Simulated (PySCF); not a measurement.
Some computed properties have been withheld. Give your best values.

Compound: C7HN.
InChI=1S/C7HN/c1-2-3-4-5-6-7-8/h1H

```tsv
property	level	value
point group of the GFN2-xTB geometry	GFN2-xTB	C∞v
rotational constant B (linear) of the GFN2-xTB geometry	GFN2-xTB	0.571 GHz
dipole moment	PBE0/pcSseg-1	5.33 D
HOMO energy	PBE0/pcSseg-1	-7.89 eV
LUMO energy	PBE0/pcSseg-1	?
13C chemical shifts (computed TMS as zero) by class	GIAO PBE0/pcSseg-1	?
1H chemical shifts (computed TMS as zero) by class	GIAO PBE0/pcSseg-1	1.31 (1 H) ppm
isotropic shieldings of nuclei other than C and H, by class	GIAO PBE0/pcSseg-1	?
largest of the computed one-bond spin–spin couplings (means over like bonds)	B3LYP/pcJ-1	13C–1H +279.4, 13C–13C +252.8, 13C–13C +247.2, 13C–13C +229.0, 13C–13C +190.9, 13C–13C +183.7, 13C–13C +182.2, 15N–13C -25.0 Hz
```

Electronic properties: PySCF, gas phase, density fitting.

(1) The LUMO energy?

(2) What are the isotropic shieldings of nuclei other than C and H, by class?

(3) Give the 13C chemical shifts (computed TMS as zero) by class.

## Answers

(1) -3.01 eV.

(2) -42 (1 N) ppm.

(3) 112.6 (1 C), 75.1 (1 C), 74.4 (1 C), 72.5 (1 C), 70.6 (1 C), 65.3 (1 C), 54.2 (1 C) ppm.

The dipole matches unit charges of opposite sign 1.11 Å apart (1 e·Å = 4.8032 D). A dipole of 5.33 D is allowed in C∞v, and pure rotational transitions are dipole-allowed. For a rigid linear rotor the levels are B·J(J + 1), so J = 1 lies 2B = 1.14 GHz above J = 0.
